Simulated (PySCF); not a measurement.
# BeB: from constants to spectrum

PBE0 constants of BeB, ⁴Π (quartet), unpaired electrons σ ↑↑, π ↑, a second solution, started from another occupation (basis Be def2-TZVPP, B def2-TZVPP; no relativity; PySCF 2.14; masses 9.0122 and 11.0093 u):

- ωe: 815.7 cm⁻¹
- ωexe: 5.61 cm⁻¹
- Be: 1.0182 cm⁻¹
- αe: 0.0112 cm⁻¹
- D (centrifugal): 6.35e-06 cm⁻¹

**Question.** Give the vibrational terms G(v) and spacings up to v = 6.

**Answer.** G(v) = ωe(v+½) − ωexe(v+½)².

| v | G(v) (cm⁻¹) | G(v) − G(v−1) | Bv (cm⁻¹) |
| --- | --- | --- | --- |
| 0 | 406.4 |  | 1.013 |
| 1 | 1210.9 | 804.5 | 1.001 |
| 2 | 2004.2 | 793.3 | 0.990 |
| 3 | 2786.2 | 782.0 | 0.979 |
| 4 | 3557.0 | 770.8 | 0.968 |
| 5 | 4316.6 | 759.6 | 0.957 |
| 6 | 5065.0 | 748.4 | 0.945 |

A state of this spin cannot dissociate to the ground-state fragments, so its own limit lies higher than the one that De refers to.
